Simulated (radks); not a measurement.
Values are calculated unless marked as measured or tabulated.
Task: Successive ionisation energies (eV) of one element, from differences of total energies of ions in their ground configurations, starting at charge 22: 627.65, 673.35, 720.20, 768.18, 1002.4, 1050.0, 1098.2, 1147.0, 1196.3, 1246.3, 1313.3, 1365.0, 1417.4, 1470.3, 1672.1, 1724.5, 1777.2, 1830.0, 1970.4, 2026.3, 2172.7, 2228.7. Code: a radial shooting solver on a logarithmic mesh with Libxc functionals. Model: Dirac Kohn-Sham, PBE, spin-unpolarised, spherical densities, finite nucleus; open shells fill j = l - 1/2 first; Fermi nuclear charge, rms radius 5.347 fm. Which element is it?

Result: Hafnium (Z = 72). The first species listed is Hf22+ in [Kr] 4d10 4f4, the last Hf43+ in [Ar] 3d10 4s1.
